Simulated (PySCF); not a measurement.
A structure optimised at PBE-D3(BJ)/def2-SVP, used in a PySCF frequency run:

```
Sn
H 1 1.7321
H 1 1.7321 2 107.31
Si 1 2.5855 2 109.71 3 -119.14
H 4 1.5054 1 111.16 2 58.82
H 4 1.5054 5 108.67 1 121.06
H 4 1.5054 5 108.67 6 117.88
Si 1 2.5855 2 109.71 3 119.14
H 8 1.5054 1 111.16 2 -58.82
H 8 1.5054 9 108.67 1 -121.06
H 8 1.5054 9 108.67 10 -117.88
```
Charge 0, spin multiplicity 1.

Write its SMILES, formula and point group.

[SiH3][SnH2][SiH3], H8Si2Sn, C2v

What are its rotational constants (standard atomic weights)?

4.5465, 1.6558, 1.2746 GHz
